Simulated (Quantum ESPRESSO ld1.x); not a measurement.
Values are calculated unless marked as measured or tabulated.
Task: These are the eigenvalues of the occupied orbitals of an atom or ion with whole-number occupations (hartree). Code: ld1.x of Quantum ESPRESSO 7.5. Model: Dirac Kohn-Sham, LDA (Slater exchange, Perdew-Wang correlation), spin-unpolarised, spherical densities, point nucleus.

| orbital | eigenvalue |
|---|---|
| 1s1/2 | -1315.53 |
| 2s1/2 | -208.341 |
| 2p1/2 | -196.231 |
| 2p3/2 | -183.303 |
| 3s1/2 | -45.1186 |
| 3p1/2 | -40.0551 |
| 3p3/2 | -37.5744 |
| 3d3/2 | -28.6536 |
| 3d5/2 | -28.1258 |
| 4s1/2 | -10.1968 |
| 4p1/2 | -8.35999 |
| 4p3/2 | -7.83144 |
| 4d3/2 | -4.81683 |
| 4d5/2 | -4.72544 |
| 5s1/2 | -2.48334 |
| 5p1/2 | -1.94061 |
| 5p3/2 | -1.84440 |
| 6s1/2 | -0.87065 |

Which element is it, and in what charge state? The configuration may be excited. Open shells, if any, fill j = l - 1/2 first.

Result: Z = 55, caesium, charge +3: Cs3+ in [Kr] 4d8 5s2 5p4 6s2. The list shows which subshells hold electrons but not how many an open one holds; the 1s level, -1315.5 hartree, gives Z - s = 51.3 by -(Z - s)^2/2, which with screening and relativity narrows Z to a few neighbours, and the depths of the outer levels then fix element, charge and occupations together.
